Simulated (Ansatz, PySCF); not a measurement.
Gas-phase reaction R1 → P1 + P2, each structure at its B3LYP-D3(BJ)/def2-TZVP stationary point, reached from a drawn start (curvature not checked).
P1: SiH4 (SMILES [SiH4]), charge 0, multiplicity 1.
R1: Si2H6 (SMILES [SiH3][SiH3]), charge 0, multiplicity 1.
P2: SiH2 (SMILES [SiH2]), charge 0, multiplicity 1.

P less R. No zero-point or thermal terms.

Frozen-core correlation throughout. CBS(a, b) extrapolates the correlation energy as X⁻³ and adds the Hartree–Fock energy of set b.

The values were computed with Ansatz (a program for electronic structure) with Gaussian orbitals; PySCF for the D3/D4 terms. No computed number here is a measurement.

The comparison value is 57.41 kcal/mol (CCSD(T)/CBS(cc-pV(T+d)Z, cc-pV(Q+d)Z)). It is a level with limits of its own, not the exact answer.

Task: Order these levels by how close they come to the comparison value for the reaction energy, closest first: revPBE-D3(BJ)/def2-TZVPP, r2SCAN-D3(BJ)/def2-TZVPP, B3LYP-D4/def2-TZVPP, revPBE/def2-TZVPP, PBE-D3(BJ)/def2-TZVPP. Give each level's value less the comparison value.

Result: revPBE-D3(BJ)/def2-TZVPP (1.26 kcal/mol), B3LYP-D4/def2-TZVPP (-1.57 kcal/mol), revPBE/def2-TZVPP (-1.92 kcal/mol), PBE-D3(BJ)/def2-TZVPP (2.92 kcal/mol), r2SCAN-D3(BJ)/def2-TZVPP (5.31 kcal/mol)
